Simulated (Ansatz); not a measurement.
Born–Oppenheimer molecular dynamics of CH6B2SSi (11 atoms, charge 0, multiplicity 1). It starts at the highest image of a converged band. Of that band: Neighbouring images differ by up to 1.6 eV, so the band resolves the path poorly. A vibrational analysis at the climbing image gives one clearly imaginary mode, 83i cm⁻¹: a first-order saddle point.

Method: Ansatz 0.2.0, RKS B3LYP-D4/def2-SVP.

```yaml
ensemble: NVE (velocity Verlet)
time_step: 0.5 fs
steps_asked: 200
starting_velocities_drawn_for: 300 K
seed: 10564
```

Frames 2.5 fs apart, positions in Å, forces in eV/Å.

Velocities at 45 fs (Å/ps):

```
Si 0.45 2.05 -1.33
S 0.78 0.46 1.57
B -0.70 -2.01 -2.43
B -0.75 -0.06 -1.18
C 5.50 0.01 2.64
H -19.55 -5.79 10.33
H -5.76 -19.23 -11.81
H -40.98 -19.34 -17.21
H -20.55 1.64 -1.51
H 5.98 -0.09 6.80
H -6.57 -6.86 7.67
```

```xyz
11
Properties=species:S:1:pos:R:3:forces:R:3 time_fs=45 energy_less_start_eV=0.093 T=221
Si -1.728 0.195 -1.922 0.93 0.00 -0.96
S 0.901 0.049 -1.519 0.04 0.37 -0.35
B 1.020 0.105 0.205 0.34 0.05 1.63
B 1.522 0.301 1.750 -0.63 -0.23 -0.77
C 0.502 -0.791 1.549 -0.21 -0.09 0.55
H -2.095 1.254 -0.978 -0.07 0.15 0.70
H -1.246 0.978 -3.120 -0.40 -0.27 -0.06
H -0.702 -0.943 -1.722 -0.57 -0.21 0.18
H 1.696 1.049 2.672 0.12 0.00 -0.12
H -0.308 -1.111 2.270 0.49 0.43 -0.67
H 0.685 -1.621 0.847 -0.04 -0.18 -0.14
11
Properties=species:S:1:pos:R:3:forces:R:3 time_fs=47.5 energy_less_start_eV=-0.059 T=352
Si -1.725 0.201 -1.926 1.17 0.33 -0.38
S 0.903 0.051 -1.515 -0.14 0.51 -0.44
B 1.020 0.100 0.204 0.44 0.11 1.57
B 1.519 0.300 1.745 -0.45 -0.07 -0.76
C 0.515 -0.792 1.557 -0.15 -0.50 0.09
H -2.145 1.240 -0.935 0.06 -0.33 0.21
H -1.273 0.924 -3.152 -0.40 -0.09 -0.15
H -0.823 -1.000 -1.759 -0.78 -0.41 0.22
H 1.649 1.054 2.665 0.18 0.07 -0.06
H -0.280 -1.098 2.269 0.05 0.31 -0.23
H 0.668 -1.642 0.862 0.01 0.06 -0.07
11
Properties=species:S:1:pos:R:3:forces:R:3 time_fs=50 energy_less_start_eV=-0.291 T=551
Si -1.720 0.206 -1.931 1.64 0.50 0.35
S 0.905 0.053 -1.512 -0.48 0.61 -0.39
B 1.022 0.096 0.211 0.48 0.15 1.11
B 1.513 0.299 1.735 -0.08 0.25 -0.47
C 0.527 -0.795 1.565 0.22 -0.71 -0.71
H -2.192 1.207 -0.880 0.16 -0.69 -0.30
H -1.323 0.863 -3.193 -0.41 0.07 -0.26
H -0.991 -1.080 -1.783 -1.00 -0.50 0.19
H 1.613 1.062 2.654 0.19 0.05 -0.08
H -0.252 -1.069 2.256 -0.75 -0.01 0.56
H 0.651 -1.659 0.873 0.04 0.27 0.00
11
Properties=species:S:1:pos:R:3:forces:R:3 time_fs=52.5 energy_less_start_eV=-0.698 T=900
Si -1.712 0.213 -1.935 2.58 -0.06 0.71
S 0.906 0.057 -1.510 -1.00 0.64 -0.30
B 1.026 0.092 0.224 0.47 0.21 0.34
B 1.506 0.300 1.724 0.31 0.56 0.01
C 0.540 -0.801 1.570 -0.56 -0.83 -0.18
H -2.229 1.135 -0.841 0.07 -0.61 -0.49
H -1.399 0.807 -3.248 -0.49 0.10 -0.19
H -1.220 -1.188 -1.796 -1.25 -0.12 0.04
H 1.588 1.073 2.639 0.17 0.00 -0.10
H -0.261 -1.037 2.271 -0.34 0.02 0.27
H 0.637 -1.662 0.883 0.04 0.09 -0.12
11
Properties=species:S:1:pos:R:3:forces:R:3 time_fs=55 energy_less_start_eV=-1.154 T=1291
Si -1.698 0.220 -1.938 3.32 -1.47 0.45
S 0.904 0.061 -1.509 -1.54 0.59 -0.22
B 1.033 0.090 0.239 0.32 0.21 -0.50
B 1.502 0.303 1.712 0.54 0.61 0.49
C 0.551 -0.812 1.574 -1.50 -0.63 0.74
H -2.263 1.029 -0.829 -0.18 -0.08 -0.23
H -1.504 0.756 -3.314 -0.54 0.06 0.16
H -1.520 -1.300 -1.807 -1.11 0.83 -0.15
H 1.573 1.084 2.618 0.15 0.02 -0.04
H -0.289 -1.005 2.300 0.54 0.07 -0.45
H 0.625 -1.661 0.886 -0.01 -0.19 -0.24
11
Properties=species:S:1:pos:R:3:forces:R:3 time_fs=57.5 energy_less_start_eV=-1.432 T=1530
Si -1.677 0.223 -1.940 2.86 -2.87 -0.11
S 0.900 0.067 -1.508 -1.91 0.47 -0.19
B 1.042 0.089 0.251 0.06 0.10 -1.11
B 1.500 0.310 1.703 0.54 0.34 0.83
C 0.554 -0.825 1.582 -1.18 -0.24 0.44
H -2.308 0.918 -0.830 -0.31 0.54 0.17
H -1.641 0.709 -3.369 -0.35 0.08 0.57
H -1.884 -1.364 -1.827 -0.26 1.68 -0.25
H 1.567 1.097 2.595 0.14 0.09 0.09
H -0.289 -0.969 2.306 0.48 -0.11 -0.38
H 0.612 -1.668 0.876 -0.08 -0.08 -0.05
11
Properties=species:S:1:pos:R:3:forces:R:3 time_fs=60 energy_less_start_eV=-1.408 T=1509
Si -1.651 0.221 -1.942 1.18 -3.20 -0.14
S 0.893 0.074 -1.507 -2.07 0.32 -0.22
B 1.050 0.088 0.258 -0.21 -0.03 -1.32
B 1.501 0.318 1.698 0.37 -0.07 0.96
C 0.552 -0.840 1.591 0.15 0.29 -0.75
H -2.368 0.838 -0.824 0.04 0.75 0.10
H -1.797 0.667 -3.392 0.08 0.19 0.77
H -2.261 -1.330 -1.861 0.89 1.81 -0.23
H 1.570 1.115 2.578 0.13 0.10 0.17
H -0.265 -0.941 2.293 -0.44 -0.33 0.42
H 0.594 -1.679 0.864 -0.11 0.16 0.24
11
Properties=species:S:1:pos:R:3:forces:R:3 time_fs=62.5 energy_less_start_eV=-1.145 T=1284
Si -1.621 0.211 -1.945 -0.78 -2.58 0.33
S 0.881 0.082 -1.507 -2.06 0.17 -0.31
B 1.058 0.088 0.257 -0.39 -0.07 -1.12
B 1.504 0.326 1.699 0.10 -0.41 0.90
C 0.550 -0.853 1.597 0.59 0.92 -0.86
H -2.424 0.801 -0.813 0.70 0.67 -0.25
H -1.947 0.637 -3.370 0.58 0.36 0.62
H -2.587 -1.192 -1.908 1.77 1.24 -0.12
H 1.580 1.138 2.569 0.10 -0.01 0.11
H -0.263 -0.931 2.302 -0.53 -0.34 0.49
H 0.570 -1.683 0.864 -0.07 0.06 0.20
11
Properties=species:S:1:pos:R:3:forces:R:3 time_fs=65 energy_less_start_eV=-0.807 T=994
Si -1.594 0.197 -1.946 -2.08 -1.58 0.77
S 0.866 0.089 -1.507 -1.93 0.01 -0.44
B 1.064 0.087 0.250 -0.46 -0.04 -0.60
B 1.508 0.332 1.704 -0.17 -0.66 0.59
C 0.550 -0.862 1.600 -0.13 1.41 0.21
H -2.440 0.804 -0.815 1.16 0.57 -0.35
H -2.064 0.630 -3.313 0.98 0.57 0.18
H -2.809 -0.982 -1.962 2.13 0.28 0.06
H 1.596 1.161 2.567 0.07 -0.16 0.00
H -0.287 -0.941 2.335 0.42 -0.18 -0.36
H 0.541 -1.684 0.875 0.00 -0.22 -0.05
11
Properties=species:S:1:pos:R:3:forces:R:3 time_fs=67.5 energy_less_start_eV=-0.570 T=790
Si -1.571 0.178 -1.946 -2.35 -0.52 0.91
S 0.847 0.097 -1.508 -1.76 -0.14 -0.60
B 1.067 0.085 0.240 -0.47 -0.01 0.06
B 1.510 0.334 1.713 -0.35 -0.86 0.07
C 0.550 -0.864 1.603 -0.29 1.33 0.37
H -2.388 0.842 -0.837 1.24 0.55 -0.11
H -2.123 0.656 -3.245 1.24 0.77 -0.35
H -2.907 -0.755 -2.013 1.93 -0.80 0.25
H 1.617 1.174 2.565 0.05 -0.21 -0.02
H -0.289 -0.961 2.350 0.64 -0.03 -0.56
H 0.514 -1.696 0.885 0.13 -0.08 -0.03
11
Properties=species:S:1:pos:R:3:forces:R:3 time_fs=70 energy_less_start_eV=-0.580 T=799
Si -1.552 0.159 -1.945 -1.51 0.61 0.69
S 0.825 0.104 -1.511 -1.54 -0.28 -0.73
B 1.068 0.084 0.230 -0.47 0.00 0.63
B 1.511 0.332 1.723 -0.39 -0.94 -0.47
C 0.549 -0.859 1.607 0.35 0.93 -0.51
H -2.263 0.913 -0.865 0.98 0.59 0.29
H -2.108 0.728 -3.197 1.39 0.82 -0.60
H -2.893 -0.576 -2.049 1.01 -1.87 0.37
H 1.640 1.175 2.563 0.02 -0.17 0.05
H -0.259 -0.983 2.336 -0.14 0.02 0.16
H 0.494 -1.711 0.894 0.30 0.30 0.12
11
Properties=species:S:1:pos:R:3:forces:R:3 time_fs=72.5 energy_less_start_eV=-0.844 T=1026
Si -1.537 0.141 -1.941 -0.08 2.07 0.35
S 0.800 0.111 -1.514 -1.24 -0.44 -0.75
B 1.066 0.083 0.223 -0.47 0.02 0.90
B 1.510 0.324 1.729 -0.24 -0.77 -0.78
C 0.550 -0.849 1.609 0.61 0.67 -0.84
H -2.080 1.018 -0.877 0.58 0.36 0.40
H -2.011 0.847 -3.183 1.40 0.41 -0.30
H -2.820 -0.507 -2.064 -0.31 -2.52 0.33
H 1.665 1.166 2.564 0.00 -0.13 0.09
H -0.235 -1.005 2.331 -0.63 0.03 0.62
H 0.492 -1.710 0.909 0.37 0.31 -0.02
```

Of the whole run (100 fs, mean temperature of the second half 1222 K): The conserved energy stayed within 0.16 meV per atom of its start (net change -0.11 meV per atom), so the integration is sound. The kinetic energy rose, since the run started high on the potential surface and went downhill. A run of 0.1 ps of so small a system gives no equilibrium averages. The orbitals stay closed-shell, which can raise the energy where a bond breaks towards radicals; this wasn't checked here.

The run took 10 min on 2 threads of AMD EPYC 7R13 Processor (Zen 3) (shared host), peak memory 0.26 GiB.
